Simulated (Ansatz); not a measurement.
H6OSiSn (`[SiH3][O][SnH3]`), 9 atoms. The species carries charge 0 and has multiplicity 1. Correlated methods include outer-core shells of Sn, which these sets cover unevenly. Sn: def2 effective core potential. All runs use 2 threads of a server CPU on a shared host. Correlated methods freeze the cores.

**Question.** Give the basis size and wall time and peak host memory of each of these runs in Ansatz. RHF-CCSD(T)/def2-SVP energy; RHF-MP2/def2-QZVPP energy; RKS PBE0-D4/def2-SVP energy; direct RPA on PBE orbitals/def2-TZVPP energy; RKS ωB97M-V/def2-QZVPP energy; RKS BHLYP-D4/def2-TZVPP energy; RKS ωB97M-V/def2-SVP energy; RKS PBE0-D4/def2-TZVP relaxation (9 steps); RHF-CCSD(T)/def2-TZVPP energy; RKS PBE0-D4/def2-TZVP frequencies; RKS SPW92/def2-TZVPP energy; RKS PBE0-D4/def2-QZVPP energy. (Estimate.)

**Answer.** The calculation gave: Other jobs shared the machine, so times are rough.

```tsv
level	job	functions	wall time	peak host memory (GiB)
RKS SPW92/def2-TZVPP	energy	207	1.2 s	0.25
RKS PBE0-D4/def2-SVP	energy	88	1.4 s	0.18
RKS BHLYP-D4/def2-TZVPP	energy	207	3 s	0.46
RHF-CCSD(T)/def2-SVP	energy	88	3.3 s	0.33
RKS ωB97M-V/def2-SVP	energy	88	4.9 s	0.28
direct RPA on PBE orbitals/def2-TZVPP	energy	207	5 s	0.47
RKS PBE0-D4/def2-QZVPP	energy	389	7 s	1.1
RHF-MP2/def2-QZVPP	energy	389	16 s	1.7
RKS ωB97M-V/def2-QZVPP	energy	389	17 s	1.4
RKS PBE0-D4/def2-TZVP	relaxation (9 steps)	154	27 s	0.36
RHF-CCSD(T)/def2-TZVPP	energy	207	68 s	2.9
RKS PBE0-D4/def2-TZVP	frequencies	154	100 s	0.37
```
